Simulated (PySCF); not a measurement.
F4Ti, SMILES [F][Ti]([F])([F])[F] (connectivity only; charge and spin as stated), charge -1, multiplicity 2. The structure is a stationary point at B3LYP-D3(BJ)/def2-SVPD. The spin state was assumed, not searched. The isomer is the one that the SMILES or the coordinates give; other isomers of the formula were not compared.

These are B3LYP-D3(BJ)/def2-SVPD in PySCF values and carry that method's errors.

Harmonic wavenumbers (cm⁻¹): 118, 161, 175, 188, 188, 556, 573, 628, 628. Rotational constants (GHz): 3.126, 3.126, 2.456; symmetry number 4.

Question: Work out the zero-point energy and the ideal-gas rigid-rotor harmonic-oscillator thermochemistry at 298.15 K and 1 atm.

Answer: ZPE = ½ Σ hcν = ½ × 3215 cm⁻¹ = 4.60 kcal/mol. H − E(el) = 9.31 kcal/mol. Entropy in cal/(mol K): translation 40.36, rotation 24.24, vibration 14.38, spin 1.38, total 80.35. G − E(el) = -14.65 kcal/mol. Cp = 21.52 cal/(mol K). Modes under 150 cm⁻¹ make the vibrational entropy uncertain.
